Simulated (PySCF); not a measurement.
Method: PBE-D3(BJ)/def2-TZVP // BP86-D3(BJ)/def2-SVP in PySCF. Isolated molecules, 0 K electronic values unless said otherwise. 

Reference species: [Zn(Cl)(H)] (neutral, multiplicity 1).

```
Property                                 Result
-------------------------------------  --------
charge on the central atom (Mulliken)    0.29 e
LUMO                                   -1.37 eV
HOMO                                   -7.49 eV
```

Changed species: [Zn(H)2] (2 of 2 Cl replaced by H; the reference has 1 of 2 Cl replaced by H).

Q: Give the shifts of the charge on the central atom (Mulliken), LUMO and HOMO.

A: the charge on the central atom (Mulliken) drops by 0.23 e, to 0.06 e; the LUMO falls by 0.03 eV, to -1.40 eV; the HOMO goes up by 0.64 eV, to -6.85 eV.
